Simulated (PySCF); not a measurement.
Static response to an electric field

Species: benzo[b]thiophene, C8H6S.
Structure used (PBE0-D3(BJ)/def2-SVP), in Å, numbered top down from 1:
```
atom  x, y, z in Å
C1    -1.9026   -0.8148   -0.0557
C2    -2.1357    0.5649   -0.1932
C3    -1.0798    1.4628   -0.2537
C4     0.2234    0.9615   -0.1748
S5     1.7040    1.8714   -0.2284
C6     2.6441    0.4255   -0.0631
C7     1.8876   -0.7013    0.0276
C8     0.4790   -0.4250   -0.0345
C9    -0.6116   -1.3109    0.0233
H10   -2.7511   -1.5012   -0.0111
H11   -3.1613    0.9362   -0.2533
H12   -1.2617    2.5342   -0.3606
H13    3.7313    0.4964   -0.0433
H14    2.3064   -1.7026    0.1353
H15   -0.4331   -2.3836    0.1302
```

Level: PBE0/def2-SVPD (PySCF), static field, nuclei fixed, core orbitals frozen in the response. The polarisability tensor in these axes (au):

```
x   147.89  10.26   1.10
y    10.26 118.07  -5.17
z     1.10  -5.17  62.52
```

Q: Give the principal values, the mean and the anisotropy Δα = √{½[(α1 − α2)² + (α2 − α3)² + (α1 − α3)²]}.

A: Principal values 61.99, 115.40 and 151.08 au; mean 109.49 au = 16.23 Å³ = 18.05 × 10⁻⁴⁰ C²·m²/J; Δα = 77.66 au (71 % of the mean).

Q: What is the dipole moment, and where does it point?

A: (0.07, -0.65, 0.06) D, 0.66 D in size, pointing from the negative to the positive side. Measured along this direction, the outermost atoms are H12 at the negative end and H15 at the positive end.

Q: What depolarisation ratio follows for Rayleigh scattering of linearly polarised light, taking the static tensor?

A: ρ = 3Δα²/(45ᾱ² + 4Δα²) = 18092.5/(539493 + 24123.3) = 0.0321.

Q: How large is μ²/3kT at 400 K beside α?

A: In Gaussian units μ²/3kT = 2.60 Å³ against 16.23 Å³, a ratio of 0.16; the Debye molar polarisation (4π/3)N_A(α + μ²/3kT) is 47.5 cm³/mol, leaving out the vibrational part.

Q: What would n − 1 = 2πNα be for an ideal gas of these molecules at 400 K and 1 atm, electronic part alone?

A: N = p/kT = 1.8347 × 10¹⁹ cm⁻³, so n − 1 = 2π × N × 16.23 × 10⁻²⁴ cm³ = 1870 × 10⁻⁶ at long wavelengths.

Q: Find the Langevin capture rate constant for NH4+ (18.034 u) meeting this molecule (134.019 u), k = 2.342 × 10⁻⁹ cm³/s × √(α in Å³ / reduced mass in u).

A: The reduced mass is 15.90 u, so k = 2.37 × 10⁻⁹ cm³/s. The formula leaves out the permanent dipole, which adds to the capture rate.

Q: What molar refraction does this α imply?

A: Lorentz–Lorenz: R = (4π/3)N_A α = 2.5225 cm³/(mol·Å³) × 16.23 Å³ = 40.9 cm³/mol, in the limit of long wavelengths.

Isolated species at its PBE0-D3(BJ)/def2-SVP geometry, gas phase.
